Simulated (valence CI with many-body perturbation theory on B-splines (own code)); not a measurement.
# Level structure of Bi+

Calculated by valence CI with perturbative core correlation (CI+MBPT): four valence electrons over a frozen Dirac-Fock core [Xe] 4f14 5d10, a basis of 11 s, 11 p, 9 d, 7 f, 5 g, 2 h, 1 i functions for each j, with the one-electron correlation potential Σ1 (screened to all orders), the two-electron term Σ2, the three-electron term Σ3, Breit, model QED; selected single and double excitations, second order for the rest, scaled by the run's own slope (own B-spline code, finite nucleus).

Against 25 measured levels this calculation errs by 192 cm⁻¹ on average and by 582 at most. These come from a selection out of the NIST Handbook of Basic Atomic Spectroscopic Data. Levels without a partner in it may be off by more. Among the levels kept, up to 260 cm⁻¹ of a level comes from second order outside the variational space, and about a tenth of that is noise between levels of different J, which matters for small intervals.

Levels 46 to 53 of 53, with energies above the lowest level, (6s^2 6p1/2^2) J=0. "Leading %" is the weight of the configuration and term that name the level; weights of strongly mixed levels are sums over their largest components and can fall short. In the jj column 3d3/2^4 stands for four electrons in 3d with j = 3/2.

| No. | Configuration | Term | J | E (eV) | Leading % | g | Second component | Leading jj |
| --- | --- | --- | --- | --- | --- | --- | --- | --- |
| 46 | 6s2.6p.7p | 3S | 1 | 13.519 | 46 | 1.623 | 24 % 6s2.6p.7p 1P | 6s^2 6p3/2 7p3/2 (67 %) |
| 47 | 6s2.6p.6d | 3D° | 3 | 13.598 | 37 | 1.265 | 35 % 6s.6p3 3D° | 6s^2 6p3/2 6d5/2 (50 %) |
| 48 | 6s2.6p.7p | 1D | 2 | 13.655 | 43 | 1.237 | 42 % 6s2.6p.7p 3P | 6s^2 6p3/2 7p3/2 (83 %) |
| 49 | 6s.6p3 | 3P° | 0 | 13.894 | 61 |  | 24 % 6s2.6p.6d 3P° | 6s 6p1/2 6p3/2^2 (61 %) |
| 50 | 6s2.6p.7p | 1S | 0 | 14.004 | 65 |  | 22 % 6s2.6p.7p 3P | 6s^2 6p3/2 7p3/2 (87 %) |
| 51 | 6s.6p3 | 3P° | 1 | 14.091 | 29 | 1.322 | 19 % 6s2.6p.9s 3P° | 6s 6p1/2 6p3/2^2 (41 %) |
| 52 | 6s2.6p.9s | 3P° | 0 | 14.151 | 89 |  | 5 % 6s.6p3 3P° | 6s^2 6p1/2 9s (89 %) |
| 53 | 6s2.6p.9s | 3P° | 1 | 14.169 | 44 | 1.317 | 22 % 6s2.6p.9s 1P° | 6s^2 6p1/2 9s (66 %) |
